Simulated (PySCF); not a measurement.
**Ti⁺ (titanium, charge +1): UHF calculation**

Configuration: [Ar] 3d2 4p1, one real determinant (an excited configuration). Calculation: PySCF 2.14, in x2c-QZVPPall with one added diffuse shell each of s, p, d, f, g type (12s8p6d4f3g, 121 functions); the spin-free X2C one-electron Hamiltonian (Gaussian nucleus).

- Total energy: -852.425071 hartree
- One-electron energy: -1161.8023 hartree
- Hartree (Coulomb) energy: 350.6627 hartree
- Exchange energy: -41.2855 hartree
- ⟨S²⟩: 3.7528
- ⟨L²⟩: 14.029
- Sum of ⟨r⟩: 17.96 bohr
- Sum of ⟨r²⟩: 35.25 bohr²
- Traceless quadrupole moment −½Σ⟨3z² − r²⟩ along its main axis: -7.38 e·bohr²
- Langevin diamagnetic susceptibility: -27.9 ×10⁻⁶ cm³/mol

| shell | electrons | mean orbital energy (hartree) | spread (hartree) | rms radius, mean of both spins (bohr) |
| --- | --- | --- | --- | --- |
| 1s α | 1 | -184.71548 | 0 | 0.0804 |
| 1s β | 1 | -184.71502 | 0 | 0.0804 |
| 2s α | 1 | -21.97400 | 0 | 0.350 |
| 2s β | 1 | -21.94012 | 0 | 0.350 |
| 2p α | 3 | -18.14544 | 0.00245 | 0.320 |
| 2p β | 3 | -18.10982 | 0.00165 | 0.320 |
| 3s α | 1 | -3.27687 | 0 | 1.08 |
| 3s β | 1 | -3.14366 | 0 | 1.08 |
| 3p α | 3 | -2.19311 | 0.00119 | 1.18 |
| 3p β | 3 | -2.02716 | 0.00791 | 1.18 |
| 3d α | 2 | -0.75558 | 0.00421 | 1.60 |
| 4p α | 1 | -0.34499 | 0 | 4.31 |

⟨L²⟩ = 14.03 against 20 for a pure G term, so this real determinant mixes terms.

Densities and radii are taken from the X2C orbitals without a picture-change correction, which distorts them close to the nucleus.

Spin-orbit constants ζ (cm⁻¹) from the X2C one-electron operator on these orbitals: bare nucleus, nucleus screened by l(l+1)(2l+1)/3 electrons, and screened by the Breit-Pauli mean field of the electrons.

```tsv
shell	bare	screened nucleus	mean field
2p	33290	30260	n/a
3p	3598	3271	n/a
3d	265.0	144.6	n/a
4p	203.0	184.6	n/a
```

To first order the Landé constant is A = 51.52 cm⁻¹, so the lowest level has J = 5/2 and lies 0.0479 eV below the centre of the term. This holds in LS coupling only.
